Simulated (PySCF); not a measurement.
Te(H)(tBu) (C4H10Te), SMILES CC([TeH])(C)C.

Geometry optimised at PBE-D3(BJ)/def2-SVP. The def2 effective core potentials stand for the cores of Te; spin–orbit coupling is left out.

These are PySCF with r2SCAN/def2-TZVP values and carry that method's errors.

Isolated molecule, no solvent.

```yaml
total_energy: -426.52255 hartree
point_group: Cs
highest_occupied_level: -5.17 eV
lowest_empty_level: -1.45 eV
orbital_gap: 3.72 eV
dipole_moment: 1.69 D
quadrupole, principal values (traceless, Buckingham form, about the centre of nuclear charge): -3.71, 0.56, 3.15 D·Å
mean_static_polarisability: 91.5 bohr³ (13.56 Å³)
polarisability_principal_values: 78.7, 83.8, 112.1 bohr³
```
